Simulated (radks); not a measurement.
The numbers below are computed, except where a source is named.
Charge is removed step by step from the 5s down level of Er+, starting from [Kr] 4d10 4f12 5s(up 1, down 1) 5p6 6s1. Code: a radial shooting solver on a logarithmic mesh with Libxc functionals. Model: scalar-relativistic Kohn-Sham, LDA (Slater exchange, Perdew-Wang correlation), spin-polarised, spherical densities, finite nucleus; open shells are filled with parallel spins first (spin-orbit coupling, left out, can overturn this in heavy ions); Fermi nuclear charge, rms radius 5.2516 fm.

removed (e)	E - E(0) (eV)	eigenvalue (eV)	E minus straight line (eV)
0	0.000	-58.243	0.000
0.125	7.374	-59.844	-0.727
0.25	14.951	-61.472	-1.251
0.375	22.732	-63.125	-1.571
0.5	30.721	-64.799	-1.683
0.625	38.921	-66.494	-1.584
0.75	47.334	-68.209	-1.272
0.875	55.962	-69.940	-0.745
1	64.808	-71.689	0.000

Removing the whole electron costs 64.808 eV by Delta-SCF, against 58.243 eV from minus the eigenvalue at the starting occupation. Slater's transition state (half an electron removed) gives 64.799 eV. Integrating minus the eigenvalue over the occupation (Janak's theorem) gives 64.855 eV. In this scalar-relativistic scheme the density is built from large components alone, so the theorem holds only approximately. The mean slope of the eigenvalue, de/dn, is 13.4 eV per electron.
